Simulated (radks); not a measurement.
Neutral titanium inside a hard spherical wall (all orbitals vanish at R), configuration held at [Ar] 3d2 4s2 and not refilled when levels cross. Method: non-relativistic Kohn-Sham, r2SCAN, spin-unpolarised, spherical densities, point nucleus; meta-GGA in the generalised Kohn-Sham scheme; computed with a radial shooting solver on a logarithmic mesh with Libxc functionals. Eigenvalues in eV, with the zero of energy where the potential of the charges vanishes at infinity; a dash marks a level that is unbound or too diffuse for the functional's potential to be trusted. A positive occupied level is held by the wall or, in an anion where self-interaction has pushed it up, behind a barrier. The pressure on the wall is -dE/dV.

R (bohr)  E (hartree)  kinetic (hartree)    e(3s)    e(3p)   e(4s)   e(3d)  e(4p, empty)  e(5s, empty)  pressure (GPa)
free       -849.23739            848.464  -64.174  -40.088  -4.575  -4.243        -1.321             -               0
20         -849.23739            848.464  -64.174  -40.088  -4.575  -4.243        -1.321             -        < 0.0001
15         -849.23739            848.464  -64.173  -40.088  -4.574  -4.243        -1.319         1.850        < 0.0001
8          -849.22959            848.522  -63.781  -39.698  -4.257  -3.882        -0.716         6.290           0.306
7          -849.21477            848.606  -63.306  -39.226  -3.829  -3.451        -0.017         9.511            1.14
6          -849.17246            848.804  -62.345  -38.277  -2.846  -2.582         1.470        15.447            4.44
5          -849.04897            849.283  -60.457  -36.428  -0.487  -0.855         4.783        27.108            19.1
3.5        -848.17327            852.102  -53.552  -29.735  12.925   6.091        21.703        77.336             259
